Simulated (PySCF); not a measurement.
copper atom (Cu), doublet; B3LYP/def2-TZVP in PySCF.

PySCF was given this input:
```python
from pyscf import gto, scf, dft

mol = gto.Mole()
mol.atom = '''
    Cu    0.000000    0.000000    0.000000
'''
mol.basis = 'def2-tzvp'
mol.charge = 0
mol.spin = 1
mol.verbose = 4
mol.build()

mf = dft.UKS(mol)
mf.xc = 'b3lyp'
mf.kernel()
mf.analyze()
```

The log (banner, timings and long lists left out):

```
PySCF version 2.14.0

[INPUT] verbose = 4
[INPUT] num. atoms = 1
[INPUT] num. electrons = 29
[INPUT] charge = 0
[INPUT] spin (= nelec alpha-beta = 2S) = 1
[INPUT] symmetry False subgroup None
[INPUT] Mole.unit = angstrom
[INPUT] Symbol           X                Y                Z      unit          X                Y                Z       unit  Magmom
[INPUT]  1 Cu     0.000000000000   0.000000000000   0.000000000000 AA    0.000000000000   0.000000000000   0.000000000000 Bohr   0.0

nuclear repulsion = 0
number of shells = 15
number of NR pGTOs = 92
number of NR cGTOs = 45
basis = def2-tzvp
ecp = {}

******** <class 'pyscf.dft.uks.UKS'> ********
method = UKS
initial guess = minao
damping factor = 0
level_shift factor = 0
DIIS = <class 'pyscf.scf.diis.CDIIS'>
diis_start_cycle = 1
diis_space = 8
diis_damp = 0
SCF conv_tol = 1e-09
SCF conv_tol_grad = None
SCF max_cycles = 50
direct_scf = True
direct_scf_tol = 1e-13
number electrons alpha = 15  beta = 14
XC library pyscf.dft.libxc version 7.1.2
    S. Lehtola, C. Steigemann, M. J. T. Oliveira, and M. A. L. Marques,  SoftwareX 7, 1–5 (2018)
XC functionals = b3lyp
    P. J. Stephens, F. J. Devlin, C. F. Chabalowski, and M. J. Frisch,  J. Phys. Chem. 98, 11623 (1994)
radial grids:
    Treutler-Ahlrichs [JCP 102, 346 (1995); DOI:10.1063/1.469408] (M4) radial grids

becke partition: Becke, JCP 88, 2547 (1988); DOI:10.1063/1.454033
pruning grids: <function nwchem_prune>
grids dens level: 3
symmetrized grids: False
atomic radii adjust function: <function treutler_atomic_radii_adjust>
small_rho_cutoff = 0
Set gradient conv threshold to 3.16228e-05
tot grids = 20640
init E= -1640.137899374

cycle= 1 E= -1639.28271179589  delta_E= 0.855  |g|= 2.61  |ddm|= 1.01
cycle= 2 E= -1636.89108786295  delta_E= 2.39  |g|= 4.82  |ddm|= 2.31
cycle= 3 E= -1640.34806158067  delta_E= -3.46  |g|= 0.986  |ddm|= 1.22
cycle= 4 E= -1640.54168477243  delta_E= -0.194  |g|= 0.0389  |ddm|= 0.558
cycle= 5 E= -1640.54215277329  delta_E= -0.000468  |g|= 0.0152  |ddm|= 0.0498
cycle= 6 E= -1640.54220267951  delta_E= -4.99e-05  |g|= 0.00521  |ddm|= 0.00785
cycle= 7 E= -1640.54220861314  delta_E= -5.93e-06  |g|= 0.000119  |ddm|= 0.00239
cycle= 8 E= -1640.54220862981  delta_E= -1.67e-08  |g|= 0.000176  |ddm|= 0.000426
cycle= 9 E= -1640.54220863902  delta_E= -9.21e-09  |g|= 1.14e-05  |ddm|= 0.000196
cycle= 10 E= -1640.54220863993  delta_E= -9.1e-10  |g|= 4.96e-06  |ddm|= 9.13e-05
Extra cycle  E= -1640.54220864004  delta_E= -1.06e-10  |g|= 7.84e-06  |ddm|= 2.48e-05
converged SCF energy = -1640.54220864004  <S^2> = 0.75098815  2S+1 = 2.0009879
**** SCF Summaries ****
Total Energy =                       -1640.542208640038098
Nuclear Repulsion Energy =               0.000000000000000
One-electron Energy =                -2287.726615685327488
Two-electron Energy =                  647.184407045289504
Two-electron Coulomb Energy =          714.435641583554229
DFT Exchange-Correlation Energy =      -67.251234538264725
**** MO energy ****
                             alpha | beta                alpha | beta
MO #1   energy= -322.982676449942  | -322.981396922881  occ= 1 | 1
MO #2   energy= -38.7756047192576  | -38.775842693003   occ= 1 | 1
MO #3   energy= -33.9802816599611  | -33.9807444224602  occ= 1 | 1
MO #4   energy= -33.9802813089522  | -33.9807440618753  occ= 1 | 1
MO #5   energy= -33.9802812947574  | -33.9807440471939  occ= 1 | 1
MO #6   energy= -4.26644799743389  | -4.26585007829754  occ= 1 | 1
MO #7   energy= -2.76016919558088  | -2.76070891097499  occ= 1 | 1
MO #8   energy= -2.76016856295039  | -2.76070887647953  occ= 1 | 1
MO #9   energy= -2.76016853734192  | -2.76070803238688  occ= 1 | 1
MO #10  energy= -0.25833664539215  | -0.255361448387841 occ= 1 | 1
MO #11  energy= -0.258336644696356 | -0.255361448281666 occ= 1 | 1
MO #12  energy= -0.258336630850014 | -0.255361185343397 occ= 1 | 1
MO #13  energy= -0.258336626816037 | -0.255361174468645 occ= 1 | 1
MO #14  energy= -0.258336626806509 | -0.255361121830044 occ= 1 | 1
MO #15  energy= -0.196164585900251 | -0.121309047882859 occ= 1 | 0
MO #16  energy= 0.0697088858580941 | 0.101028265501112  occ= 0 | 0
MO #17  energy= 0.0697089583331999 | 0.102096081193681  occ= 0 | 0
MO #18  energy= 0.0697107329219142 | 0.102097006732061  occ= 0 | 0
MO #19  energy= 0.0897184184240016 | 0.102097044509299  occ= 0 | 0
MO #20  energy= 0.176991678940446  | 0.186141062712921  occ= 0 | 0
MO #21  energy= 0.176991679067784  | 0.186141194584702  occ= 0 | 0
MO #22  energy= 0.176991989039601  | 0.186141212959524  occ= 0 | 0
MO #23  energy= 0.176992001728944  | 0.186141661941688  occ= 0 | 0

To work with the spin densities directly, `use mulliken_meta_spin()` only printing them here.

 ** Mulliken spin pop alpha/beta on meta-lowdin orthogonal AOs **
 ** Mulliken Spin Density (per AO)  **
spin_pop of  0 Cu 1s        0.00000
spin_pop of  0 Cu 2s        0.00001
spin_pop of  0 Cu 3s        0.00003
spin_pop of  0 Cu 4s        0.99672
spin_pop of  0 Cu 5s        0.00296
spin_pop of  0 Cu 6s        0.00028
spin_pop of  0 Cu 2px       0.00000
spin_pop of  0 Cu 2py       0.00000
spin_pop of  0 Cu 2pz       0.00000
spin_pop of  0 Cu 3px      -0.00002
spin_pop of  0 Cu 3py      -0.00002
spin_pop of  0 Cu 3pz      -0.00002
spin_pop of  0 Cu 4px       0.00002
spin_pop of  0 Cu 4py       0.00002
spin_pop of  0 Cu 4pz       0.00002
spin_pop of  0 Cu 5px       0.00000
spin_pop of  0 Cu 5py       0.00000
spin_pop of  0 Cu 5pz       0.00000
spin_pop of  0 Cu 3dxy     -0.00128
spin_pop of  0 Cu 3dyz     -0.00128
spin_pop of  0 Cu 3dz^2    -0.00128
spin_pop of  0 Cu 3dxz     -0.00128
spin_pop of  0 Cu 3dx2-y2   -0.00128
spin_pop of  0 Cu 4dxy      0.00085
spin_pop of  0 Cu 4dyz      0.00085
spin_pop of  0 Cu 4dz^2     0.00085
spin_pop of  0 Cu 4dxz      0.00085
spin_pop of  0 Cu 4dx2-y2    0.00085
spin_pop of  0 Cu 5dxy      0.00043
spin_pop of  0 Cu 5dyz      0.00043
spin_pop of  0 Cu 5dz^2     0.00043
spin_pop of  0 Cu 5dxz      0.00043
spin_pop of  0 Cu 5dx2-y2    0.00043
spin_pop of  0 Cu 6dxy      0.00001
spin_pop of  0 Cu 6dyz      0.00001
spin_pop of  0 Cu 6dz^2     0.00001
spin_pop of  0 Cu 6dxz      0.00001
spin_pop of  0 Cu 6dx2-y2    0.00001
spin_pop of  0 Cu 4f-3     -0.00000
spin_pop of  0 Cu 4f-2     -0.00000
spin_pop of  0 Cu 4f-1     -0.00000
spin_pop of  0 Cu 4f+0     -0.00000
spin_pop of  0 Cu 4f+1     -0.00000
spin_pop of  0 Cu 4f+2     -0.00000
spin_pop of  0 Cu 4f+3     -0.00000
 ** Mulliken Spin Density (per atom)  **
spin density of  0 Cu =      1.00000
 ** Mulliken pop alpha/beta on meta-lowdin orthogonal AOs **
 ** Mulliken pop       alpha | beta **
In total            15.00000 | 14.00000
 ** Mulliken atomic charges   ( Nelec_alpha | Nelec_beta ) **
charge of  0Cu =     -0.00000  (    15.00000     14.00000 )
Dipole moment(X, Y, Z, Debye):  0.00000,  0.00000, -0.00000
```
